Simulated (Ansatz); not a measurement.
System: C$_{6}$H$_{11}$S (charge 0, doublet). It need not be the lowest isomer of its formula. 
Coordinates optimised at B3LYP-D3(BJ)/def2-TZVP (Ansatz, a first-principles code):
```
C
H 1 1.0937
H 1 1.0963 2 105.95
C 1 1.5280 2 108.25 3 116.50
H 4 1.0937 1 109.93 2 61.78
H 4 1.0941 5 106.69 1 116.56
C 1 1.5298 2 108.05 3 -116.10
H 7 1.0931 1 110.41 2 -66.72
H 7 1.0945 8 106.54 1 -116.75
C 7 1.5299 8 109.34 9 -115.72
H 10 1.0908 7 110.47 8 78.44
H 10 1.0918 11 107.00 7 -120.79
C 4 1.5441 5 108.79 6 116.48
H 13 1.0923 4 108.37 5 -77.18
H 13 1.0986 14 105.87 4 115.98
C 13 1.4898 14 107.33 15 118.79
H 16 1.0809 13 120.42 14 10.92
S 16 1.7147 17 113.02 13 179.22
```
Charge 0, spin multiplicity 2.

Total electronic energies in hartree. Correlated levels leave the core frozen unless marked. UHF or UKS for open shells. Spin-orbit coupling is left out. No relativistic terms. Basis-set limits of correlation are two-point, X^-3; Hartree-Fock from the larger set. [CCSD(T)-MP2]/basis is that difference in the basis named.

```
level                                                                 program  energy (Eh)
-------------------------------------------------------------  --------------  -----------
HF/cc-pV(Q+d)Z                                                         Ansatz   -631.21925
r2SCAN/def2-TZVPD                                                      Ansatz   -633.33149
B97M-V/def2-TZVPD                                                      Ansatz   -633.40821
BHLYP-D4/def2-TZVPD                                            Ansatz + dftd4   -633.36732
RPA@PBE/cc-pV(Q+d)Z                                                    Ansatz   -633.27402
MP2/6-31G                                                              Ansatz   -631.52477
MP2/6-31G*                                                             Ansatz   -631.96814
CCSD/6-31G*                                                            Ansatz   -632.04819
RI-MP2/CBS(cc-pV(T+d)Z,cc-pV(Q+d)Z)+[CCSD(T)-MP2]/cc-pV(T+d)Z          Ansatz    -632.6617
```

Totals of different functionals don't rank their quality; only differences between species are comparable.
